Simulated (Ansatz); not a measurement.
Al₂H₄Br₂⁻, that is (H2Al-mu-Br)2 with one electron more. Total charge -1; doublet. Geometry PBE0-D4/def2-SVP, that of the neutral singlet; atoms count from 1.

```xyz
8

Al    0.821    0.249   -1.479
H     0.336   -0.629   -2.696
H     1.972    1.328   -1.463
Br   -1.180    1.268   -0.441
Al   -0.821   -0.249    1.478
H    -1.971   -1.329    1.458
H    -0.340    0.626    2.699
Br    1.183   -1.264    0.444
```

The highest occupied level of the charge -1 doublet lies above zero (up to 1.27 eV). Energy differences disagree on whether the electron is bound (positive means bound): -0.07 eV (vertical, against the charge 0 singlet, at PBE0-D4/def2-TZVPD), but 0.12 eV at PBE-D4/def2-TZVPD.

Problem. Estimate the Mulliken populations from the PBE0/def2-TZVPD orbitals of Ansatz.

Solution. 
| atom | charge (e) | spin (α − β) |
| --- | --- | --- |
| Al1 | 0.14 | 0.37 |
| H2 | -0.12 | 0.00 |
| H3 | -0.12 | 0.00 |
| Br4 | -0.40 | 0.12 |
| Al5 | 0.14 | 0.37 |
| H6 | -0.12 | 0.00 |
| H7 | -0.12 | 0.00 |
| Br8 | -0.40 | 0.12 |
Mulliken values depend strongly on the basis. With diffuse functions, as here, like atoms can get unlike values, and bond orders can come out too low or too high.

Problem. Where does the spin sit?

Solution. Summed by element: Al 0.75, H 0.02, Br 0.24, of 1 unpaired in all. Largest on single atoms: Al5 0.37, Al1 0.37, Br4 0.12.

Problem. And the Mayer bond orders between heavy atoms (over 0.3)?

Solution. Al1–Br4 0.64 (2.47 Å); Al1–Br8 0.64 (2.47 Å); Br4–Al5 0.64 (2.47 Å); Al5–Br8 0.64 (2.47 Å).
